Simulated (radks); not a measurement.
Initial-state core-level shifts of neutral strontium when its valence configuration changes from [Kr] 5s2. All-electron calculation, Dirac Kohn-Sham, LDA (Slater exchange, Perdew-Wang correlation), spin-unpolarised, spherical densities, point nucleus; open shells fill j = l - 1/2 first. Program: a radial shooting solver on a logarithmic mesh with Libxc functionals. Shifts are changes of the shell-averaged eigenvalues in eV (positive: less bound).

valence              1s      2p      3p      4p
4d1 5s1          +0.951  +1.066  +1.065  +0.967
5s1.5 5p0.5      -0.669  -0.669  -0.670  -0.641
4d2              +1.257  +1.460  +1.465  +1.332
5s1 5p1          -1.309  -1.309  -1.310  -1.251
4d1.5 5s0.5      +1.156  +1.317  +1.319  +1.199
4d0.5 5s0.5 5p1  -0.595  -0.523  -0.529  -0.554
4d0.5 5s1.5      +0.584  +0.647  +0.646  +0.583
5p2              -2.512  -2.513  -2.517  -2.392
